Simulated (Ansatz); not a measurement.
Born–Oppenheimer molecular dynamics of C2H8Sn (11 atoms, charge 0, multiplicity 1). It starts from a relaxed structure.

These are results of Ansatz, RKS PBE/def2-SVP, not measurements.

```json
{
 "ensemble": "NVT, Langevin thermostat",
 "time step": "0.5 fs",
 "steps asked": "100",
 "set temperature": "400 K",
 "friction": "0.05 /fs",
 "seed": "38294"
}
```

First frame:

```xyz
11
Properties=species:S:1:pos:R:3
Sn -0.033 -0.058 -0.109
H -0.180 -0.301 1.604
C 2.071 0.017 -0.656
H 2.571 -0.931 -0.380
H 2.173 0.170 -1.748
H 2.568 0.852 -0.128
C -1.024 1.795 -0.671
H -2.100 1.742 -0.421
H -0.571 2.645 -0.126
H -0.916 1.968 -1.759
H -0.796 -1.393 -0.915
```

Question: How far do the bonds stretch over the last three quarters of this one trajectory? (Pairs bonded in most of those frames.)

Answer: 
```tsv
bond	mean (Å)	spread (Å)	shortest	longest
Sn1–H2	1.752	0.082	1.62	1.89
Sn1–C3	2.149	0.026	2.11	2.19
Sn1–C7	2.217	0.049	2.14	2.28
Sn1–H11	1.739	0.053	1.65	1.83
C3–H4	1.118	0.035	1.07	1.18
C3–H5	1.109	0.036	1.04	1.17
C3–H6	1.112	0.037	1.03	1.19
C7–H8	1.114	0.035	1.05	1.17
C7–H9	1.114	0.017	1.08	1.15
C7–H10	1.112	0.025	1.06	1.17
```

Mean temperature of the second half: 421 K. A run of 0.05 ps of so small a system gives no equilibrium averages.

Run time: 4.8 min on 1 thread of Arm Neoverse V1, on a shared host, peak memory 0.12 GiB.
